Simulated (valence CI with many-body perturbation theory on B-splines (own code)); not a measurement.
**Missing levels of Ta57+**

Computed by valence CI with perturbative core correlation (CI+MBPT): six valence electrons over a frozen Dirac-Fock core [Ne], radial functions for each j: 9 s, 9 p, 8 d, 6 f, 3 g, 1 h, with the one-electron correlation potential Σ1, the two-electron term Σ2, the three-electron term Σ3, Breit, model QED; selected CI, second order for the rest, scaled by the run's own slope (own B-spline code, finite nucleus).

The last digits are not significant, and no measured levels were compared; by estimate large intervals hold to a few tenths of a per cent, small ones and those within an open d or f shell to about a per cent. Among the levels kept, up to 960 cm⁻¹ of a level comes from second order outside the variational space, and about a tenth of that is noise between levels of different J, which matters for small intervals.

```
                             Level  E (eV)
        (3s^2 3p1/2^2 3p3/2^2) J=2    0.00
        (3s^2 3p1/2^2 3p3/2^2) J=0   19.41
    (3s^2 3p1/2^2 3p3/2 3d3/2) J=2  230.61
    (3s^2 3p1/2^2 3p3/2 3d3/2) J=1       ?
    (3s^2 3p1/2^2 3p3/2 3d3/2) J=0  239.20
    (3s^2 3p1/2^2 3p3/2 3d3/2) J=3  239.46
    (3s^2 3p1/2^2 3p3/2 3d5/2) J=4  310.03
    (3s^2 3p1/2^2 3p3/2 3d5/2) J=2  316.31
          (3s^2 3p1/2 3p3/2^3) J=1       ?
          (3s^2 3p1/2 3p3/2^3) J=2  334.32
    (3s^2 3p1/2^2 3p3/2 3d5/2) J=3       ?
    (3s^2 3p1/2^2 3p3/2 3d5/2) J=1  346.21
        (3s^2 3p1/2^2 3d3/2^2) J=2       ?
        (3s^2 3p1/2^2 3d3/2^2) J=0       ?
          (3s 3p1/2^2 3p3/2^3) J=2  504.99
          (3s 3p1/2^2 3p3/2^3) J=1  525.50
(3s^2 3p1/2 3p3/2^2 3d3/2) J=2 [a]  546.05
    (3s^2 3p1/2 3p3/2^2 3d3/2) J=0  547.42
(3s^2 3p1/2 3p3/2^2 3d3/2) J=1 [a]  548.55
(3s^2 3p1/2 3p3/2^2 3d3/2) J=3 [a]       ?
```

Levels are named by their leading jj configuration (3d3/2^4 stands for four electrons in 3d with j = 3/2), which in mixed levels can hold well under half, so a name can repeat and another be missing. Letters in brackets count levels of one name in rising energy.

(1) The levels stand in rising order. What does the calculation give for the missing energies?

## Answers

(1) (3s^2 3p1/2^2 3p3/2 3d3/2) J=1 238.90; (3s^2 3p1/2 3p3/2^3) J=1 324.86; (3s^2 3p1/2^2 3p3/2 3d5/2) J=3 335.18; (3s^2 3p1/2^2 3d3/2^2) J=2 470.98; (3s^2 3p1/2^2 3d3/2^2) J=0 494.66; (3s^2 3p1/2 3p3/2^2 3d3/2) J=3 [a] 553.95.
